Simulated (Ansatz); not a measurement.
ClH₄N₂Si (`N[Si](N)Cl`) radical, relaxed with UKS PBE0-D4/def2-TZVP in the Gaussian-basis code of Ansatz from a PBE-D4/def2-SVP geometry. The force threshold is 0.005 eV/Å; the program also tests the step.

Total charge 0; spin multiplicity 2.

Start:

```xyz
8

N     0.314    1.324    0.289
Si    0.268   -0.108   -0.709
N    -1.023   -1.058   -0.048
Cl    2.237   -0.893   -0.531
H     1.158    1.904    0.265
H    -0.528    1.907    0.318
H    -1.079   -1.190    0.968
H    -1.348   -1.886   -0.552
```

(1) How much energy does the relaxation release, and in how many steps? (An estimate is asked.)

(2) Which bonds change most? (Estimate.)

(3) Give the relaxed structure. (Estimate.)

Answers

(1) Computed: 5.84 kJ/mol, in 7 steps.

(2) Ansatz gave: Si2–Cl4 from 2.127 to 2.087 Å; N1–Si2 from 1.745 to 1.711 Å; Si2–N3 from 1.733 to 1.704 Å; N1–H6 from 1.025 to 1.008 Å.

(3) Computed: 
```xyz
8

N     0.313    1.317    0.254
Si    0.272   -0.112   -0.687
N    -0.986   -1.063   -0.043
Cl    2.208   -0.877   -0.530
H     1.146    1.883    0.268
H    -0.523    1.875    0.331
H    -1.089   -1.167    0.956
H    -1.341   -1.858   -0.548
```
